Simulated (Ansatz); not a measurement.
Spin states of HIrO (SMILES [OH][Ir]), each relaxed with B3LYP-D3(BJ)/def2-TZVP.
State 1 (charge 0, multiplicity 3):
| atom | x (Å) | y (Å) | z (Å) |
|---|---|---|---|
| Ir | -0.9390 | -0.6483 | -0.8156 |
| O | 0.4618 | -0.1337 | 0.3128 |
| H | 0.4439 | 0.8294 | 0.4325 |
State 2 (charge 0, multiplicity 1):
```xyz
3

Ir    -0.919    -0.637    -0.799
O      0.448    -0.142     0.302
H      0.437     0.826     0.427
```

Singlets are restricted, other states unrestricted; no spin–orbit coupling, no relativity up to Kr; see below for the cores. The largest T1 diagnostic is 0.091.

Codes used: Ansatz (Gaussian basis) for Hartree–Fock, density functionals and correlated methods. Values without a source in brackets are computed. In def2 rows elements past Kr take small-core potentials, without spin–orbit coupling.

Problem. One of these levels gives 114.8 kJ/mol for the energy of the multiplicity-1 state less that of the multiplicity-3 state. Which one is it?
(A) PBE0/def2-TZVPP
(B) B97M-V/def2-TZVPP
(C) PBE/def2-TZVPP

Solution. B, B97M-V/def2-TZVPP. The others give 86.8 (PBE/def2-TZVPP), 106.3 (PBE0/def2-TZVPP)

Ansatz is an electronic-structure program.
